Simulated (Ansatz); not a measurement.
`FC1C=N[SiH2]1` and `OC1(F)C=N[SiH2]1` differ in one atom or group.

Ansatz, PBE0-D4/def2-TZVP geometries, multiplicity 1. Each molecule was computed in one conformer, which needn't be the lowest.

```json
{"property": "LUMO energy (PBE/def2-TZVPP) / eV", "`FC1C=N[SiH2]1`": "-2.29"}
{"property": "HOMO energy (ωB97M-V/def2-TZVPP) / eV", "`FC1C=N[SiH2]1`": "-9.99"}
{"property": "LUMO energy (ωB97M-V/def2-TZVPP) / eV", "`FC1C=N[SiH2]1`": "1.09"}
{"property": "size of the dipole moment (PBE/def2-TZVPP) / D", "`FC1C=N[SiH2]1`": "1.26"}
{"property": "size of the dipole moment (B3LYP/def2-TZVPP) / D", "`FC1C=N[SiH2]1`": "1.34"}
{"property": "HOMO energy (B3LYP/def2-TZVPP) / eV", "`FC1C=N[SiH2]1`": "-7.41"}
```

(1) Give the same properties after the change, and the shifts. (An estimate is asked.)

## Answers

(1) The calculation gave: 
| property | `OC1(F)C=N[SiH2]1` | shift |
| --- | --- | --- |
| LUMO energy (PBE/def2-TZVPP) / eV | -2.31 | -0.02 |
| HOMO energy (ωB97M-V/def2-TZVPP) / eV | -9.96 | 0.03 |
| LUMO energy (ωB97M-V/def2-TZVPP) / eV | 1.09 | 0.00 |
| size of the dipole moment (PBE/def2-TZVPP) / D | 1.32 | 0.06 |
| size of the dipole moment (B3LYP/def2-TZVPP) / D | 1.21 | -0.13 |
| HOMO energy (B3LYP/def2-TZVPP) / eV | -7.41 | 0.00 |

Dipoles are sizes alone; their direction can turn.

B3LYP here is the variant with VWN-RPA as its local correlation; programs differ in this.
